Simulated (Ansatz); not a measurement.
Ansatz (a quantum-chemistry and plane-wave program) job for ClGe, SMILES [Cl][Ge] (connectivity only; charge and spin as stated), charge +1, multiplicity 1, r2SCAN-D4/def2-TZVP. 

Ansatz 0.2 input:
```yaml
crystal:
  periodic: [false, false, false]
  atoms:
    - {symbol: Cl, position_ang: [0.00000000, 0.00000000, -1.31703015]}
    - {symbol: Ge, position_ang: [0.00000000, 0.00000000, 0.69967227]}
basis:
  gaussian:
    orbitals: def2-TZVP
hamiltonian:
  xc: r2scan
  dispersion: d4
total_charge: 1
relax: {f_tol: 0.002, max_steps: 200}
```

It prints:

```
WARN ansatz: RAYON_NUM_THREADS=1 ignored (pool sized by the plan → 1); use --threads N
Functional definition: r2SCAN
integrals: 0.02 GiB planned
614 factors; their error is unknown
mean field: 0.18 GiB planned
mean field evaluation 1: about -69027.2961 eV, gradient 4.6e1 eV
mean field evaluation 2: about -68955.9820 eV, gradient 1.5e2 eV
mean field evaluation 4: about -69032.3673 eV, gradient 1.1e1 eV
mean field evaluation 8: about -69032.6188 eV, gradient 2.8e-2 eV
mean field evaluation 16: about -69032.6086 eV, gradient 1.9e-5 eV
mean field -69032.60858543 eV, -2536.9015735317 hartree, gradient 1.9e-5 eV, S^2 0.000000; 0 other end points of the search recorded, 0 dependent functions left out
the calculation of the forces begins
reference -69032.60859240 eV, -2536.9015737882 hartree; 24, 24 occupied and 61, 61 virtual orbitals, 614 factors
relax step   1: F+E_penalty+E_count = -69032.61512342 eV  Δ(F+E_penalty+E_count) = +0.000e0 eV  max|allowed force component| = 1.091e0 eV/Å  Δτ_max = 0.0000 Å  (28 SCF iters, accepted)
these checks for a lower state are left out or cut short: starts, cluster_reference, orbital_swaps, neighbouring_geometries, increment
integrals: 0.02 GiB planned
614 factors; their error is unknown
mean field: 0.18 GiB planned
mean field -69032.62976941 eV, -2536.9023520289 hartree, gradient 2.8e-5 eV, S^2 0.000000; 0 other end points of the search recorded, 0 dependent functions left out
the calculation of the forces begins
reference -69032.62977644 eV, -2536.9023522872 hartree; 24, 24 occupied and 61, 61 virtual orbitals, 614 factors
relax step   2: F+E_penalty+E_count = -69032.63630106 eV  Δ(F+E_penalty+E_count) = -2.118e-2 eV  max|allowed force component| = 2.920e-1 eV/Å  Δτ_max = 0.0285 Å  (30 SCF iters, accepted)
these checks for a lower state are left out or cut short: starts, cluster_reference, orbital_swaps, neighbouring_geometries, increment
integrals: 0.02 GiB planned
614 factors; their error is unknown
mean field: 0.18 GiB planned
mean field evaluation 32: about -69032.6317 eV, gradient 4.4e-6 eV
mean field -69032.63171007 eV, -2536.9024233468 hartree, gradient 4.4e-6 eV, S^2 0.000000; 0 other end points of the search recorded, 0 dependent functions left out
the calculation of the forces begins
reference -69032.63171709 eV, -2536.9024236048 hartree; 24, 24 occupied and 61, 61 virtual orbitals, 614 factors
relax step   3: F+E_penalty+E_count = -69032.63824306 eV  Δ(F+E_penalty+E_count) = -1.942e-3 eV  max|allowed force component| = 2.922e-2 eV/Å  Δτ_max = 0.0060 Å  (32 SCF iters, accepted)
these checks for a lower state are left out or cut short: starts, cluster_reference, orbital_swaps, neighbouring_geometries, increment
integrals: 0.02 GiB planned
614 factors; their error is unknown
mean field: 0.18 GiB planned
mean field -69032.63172886 eV, -2536.9024240371 hartree, gradient 1.1e-5 eV, S^2 0.000000; 0 other end points of the search recorded, 0 dependent functions left out
the calculation of the forces begins
reference -69032.63173587 eV, -2536.9024242950 hartree; 24, 24 occupied and 61, 61 virtual orbitals, 614 factors
relax step   4: F+E_penalty+E_count = -69032.63826199 eV  Δ(F+E_penalty+E_count) = -1.893e-5 eV  max|allowed force component| = 1.791e-4 eV/Å  Δτ_max = 0.0006 Å  (25 SCF iters, accepted)
integrals: 0.02 GiB planned
614 factors; their error is unknown
mean field: 0.18 GiB planned
mean field -69032.63172886 eV, -2536.9024240371 hartree, gradient 1.1e-5 eV, S^2 0.000000; 1 other end points of the search recorded, 0 dependent functions left out
the calculation of the forces begins
reference -69032.63173587 eV, -2536.9024242950 hartree; 24, 24 occupied and 61, 61 virtual orbitals, 614 factors
Total energy: -69032.63826901 eV, -2536.9026643832 hartree
Atom 0 at    -0.000000    -0.000000    -1.338932 Å, force     0.000000     0.000000     0.000179 eV/Å
Atom 1 at     0.000000     0.000000     0.721574 Å, force    -0.000000     0.000000    -0.000179 eV/Å
Dipole moment:    -0.000000     0.000000     0.424048 e Å
```

Self-consistency was reached.
